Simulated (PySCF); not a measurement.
Identify the unknown among the candidates.

All candidates are C2H9FSi4.

- Triplet: lowest triplet excitation (Tamm–Dancoff): 4.94 eV [TDA CAM-B3LYP/def2-SVPD]
- 13C NMR: chemical shifts (computed TMS as zero) by class: 108.1 (1 C), 90.0 (1 C) ppm [GIAO PBE0/pcSseg-1]
- Polarisability: 135.0 au [CAM-B3LYP/def2-SVPD]
- 1H NMR: chemical shifts (computed TMS as zero) by class: 5.85 (1 H), 3.67 (1 H), 3.63 (3 H), 3.63 (1 H), 3.46 (1 H), 3.41 (1 H), 2.38 (1 H) ppm [GIAO PBE0/pcSseg-1]
- UV, first state: lowest singlet excitation: 5.62 eV (221 nm, f = 0.014) [TDDFT CAM-B3LYP/def2-SVPD]
- NMR, other nuclei: isotropic shieldings of nuclei other than C and H, by class: 386 (1 F), 351 (1 Si), 464 (1 Si), 473 (1 Si), 478 (1 Si) ppm [GIAO PBE0/pcSseg-1]
- Rotational structure: rotational constants A, B, C: 1.390, 0.682, 0.644 GHz [GFN2-xTB]
- UV, strongest line: among the 8 lowest singlet transitions: S7 at 7.16 eV (173 nm, f = 0.162) [TDDFT CAM-B3LYP/def2-SVPD]

The electronic properties come from PySCF, for the isolated species, density fitting. Levels stand in brackets. Geometry: GFN2-xTB, one conformer, isolated molecule. NMR classes are plain means over equivalent atoms (diastereotopic ones count apart unless rotation or inversion swaps them), as if these changed places fast.

Question: Which candidate is it?
A. `C#C[SiH2][Si](F)([SiH3])[SiH3]`
B. `C=C[Si]1(F)[SiH2][SiH2][SiH2]1`
C. `C#C[SiH2][Si@H](F)[SiH2][SiH3]`
D. `C#C[Si@@H](F)[SiH2][SiH2][SiH3]`

Answer: D. It is `C#C[Si@@H](F)[SiH2][SiH2][SiH3]`. Numbering: `[CH:1]#[C:2][Si@@H:3]([F:4])[SiH2:5][SiH2:6][SiH3:7]`. Its formula, C2H9FSi4, gives 2 degrees of unsaturation: 0 rings and 2 π bonds in the structure found. 2 carbons fall into 2 classes; from least to most shielded: terminal alkyne carbon [C1] (108.1 ppm), alkyne carbon [C2] (90.0 ppm). Hydrogen classes from least to most shielded: 1 H on a fluorine-bound silicon, Si3 (5.85 ppm), 1 H on an SiH2 silicon, Si6 (3.67 ppm), 3 H on an SiH3 silicon, Si7 (3.63 ppm), 1 H on an SiH2 silicon, Si6 (3.63 ppm), 1 H on an SiH2 silicon, Si5 (3.46 ppm), 1 H on an SiH2 silicon, Si5 (3.41 ppm), 1 H on a terminal alkyne carbon, C1 (2.38 ppm). The other shieldings belong to: 386 ppm, silicon-bound fluorine [F4]; 351 ppm, fluorine-bound silicon [Si3]; 464 ppm, SiH3 silicon [Si7]; 473 ppm, SiH2 silicon [Si5]; 478 ppm, SiH2 silicon [Si6]. The optimised geometry has point group C1 and is an asymmetric top.

The others, at the same levels:
- `C#C[SiH2][Si](F)([SiH3])[SiH3]` fails: its computed 13C shifts are 108.1 (1 C), 82.4 (1 C) ppm, 1H shifts are 4.67 (2 H), 3.73 (6 H), 1.89 (1 H) ppm and strongest line among the 8 lowest singlet transitions is S5 at 6.33 eV (196 nm, f = 0.044) (against S7 at 7.16 eV).
- `C=C[Si]1(F)[SiH2][SiH2][SiH2]1` fails: its computed 13C shifts are 142.2 (1 C), 142.1 (1 C) ppm, 1H shifts are 6.56 (1 H), 6.41 (1 H), 6.23 (1 H), 4.42 (2 H), 4.12 (2 H), 3.93 (1 H), 3.85 (1 H) ppm and lowest singlet excitation is 4.16 eV (298 nm, f = 0.000) (against 5.62 eV).
- `C#C[SiH2][Si@H](F)[SiH2][SiH3]` fails: its computed 13C shifts are 107.7 (1 C), 81.9 (1 C) ppm, 1H shifts are 6.22 (1 H), 4.57 (1 H), 4.56 (1 H), 3.73 (1 H), 3.70 (1 H), 3.50 (3 H), 1.89 (1 H) ppm and strongest line among the 8 lowest singlet transitions is S6 at 6.55 eV (189 nm, f = 0.145) (against S7 at 7.16 eV).

Each candidate is one conformer, not necessarily the lowest. Dipoles, sizes and rotational constants follow the conformer. The torsions of the flexible species, by atom-mapped SMILES:
- `[CH:1]#[C:2][Si@@H:3]([F:4])[SiH2:5][SiH2:6][SiH3:7]`: C2–Si3–Si5–Si6 -52°, Si3–Si5–Si6–Si7 -53°
- `[CH:1]#[C:2][SiH2:3][Si:4]([F:5])([SiH3:6])[SiH3:7]`: C2–Si3–Si4–F5 180°
- `[CH2:1]=[CH:2][Si:3]1([F:4])[SiH2:5][SiH2:6][SiH2:7]1`: C1–C2–Si3–F4 0°
- `[CH:1]#[C:2][SiH2:3][Si@H:4]([F:5])[SiH2:6][SiH3:7]`: C2–Si3–Si4–F5 157°, Si3–Si4–Si6–Si7 -95°
